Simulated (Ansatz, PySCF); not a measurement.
Reaction R1 + R2 → P1 + P2, each structure at its B3LYP-D3(BJ)/def2-TZVP stationary point, reached from a drawn start (curvature not checked).
R1: H4O4Si (SMILES O[Si](O)(O)O), charge 0, multiplicity 1.
R2: HF (SMILES F), charge 0, multiplicity 1.
P1, FH3O3Si (SMILES O[Si](O)(O)F) (charge 0, multiplicity 1):
```xyz
8

O     -0.49853     0.14055    -1.50580
Si    -0.08360     0.01787     0.05868
O      0.47105    -1.47609     0.36737
O      1.05817     1.11531     0.41482
F     -1.37386     0.29362     0.96454
H     -1.17829    -0.43979    -1.85639
H      0.74109    -1.69932     1.26124
H      0.86388     2.04795     0.29565
```
P2: H2O (SMILES O), charge 0, multiplicity 1.

P less R. No zero-point or thermal terms. One arrangement of each flexible species, with no search for the lowest.

Codes used: Ansatz (a first-principles code) with Gaussian orbitals; PySCF for the D3/D4 terms. No computed number here is a measurement.

Q: What reaction energy does BLYP/def2-TZVPP give?

A: -10.6 kcal/mol

Q: What reaction energy does r2SCAN-D3(BJ)/def2-TZVPP give?

A: -9.8 kcal/mol

Q: What is the computed reaction energy (revPBE/def2-TZVPP)?

A: -9.9 kcal/mol
